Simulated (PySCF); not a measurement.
Correlation energy of Au²⁺ (gold, charge +2)

[Xe] 4f14 5d8 6s1, 6s spin antiparallel (an excited configuration). Computed with PySCF 2.14 in ANO-RCC-VTZP (8s7p5d3f1g, 84 functions), with the spin-free X2C one-electron Hamiltonian (Gaussian nucleus). Frozen: [Kr] 4d10 4f14; 17 electrons correlated.

MP2 pair energies summed by pair of shells (mhartree):

```json
{"pair": "5d-5d", "energy": "-179.72", "share (%)": "40.6"}
{"pair": "5p-5d", "energy": "-133.36", "share (%)": "30.1"}
{"pair": "5d-6s", "energy": "-49.03", "share (%)": "11.1"}
{"pair": "5p-5p", "energy": "-36.36", "share (%)": "8.2"}
{"pair": "5s-5d", "energy": "-17.06", "share (%)": "3.9"}
{"pair": "5s-5p", "energy": "-15.84", "share (%)": "3.6"}
{"pair": "5p-6s", "energy": "-8.76", "share (%)": "2.0"}
{"pair": "5s-5s", "energy": "-2.24", "share (%)": "0.5"}
{"pair": "5s-6s", "energy": "-0.47", "share (%)": "0.1"}
```

Total MP2 correlation energy: -442.83 mhartree.

Same-spin part -145.24 and opposite-spin part -297.59 mhartree; SCS-MP2 scales them by 1/3 and 6/5 to -405.52 mhartree.
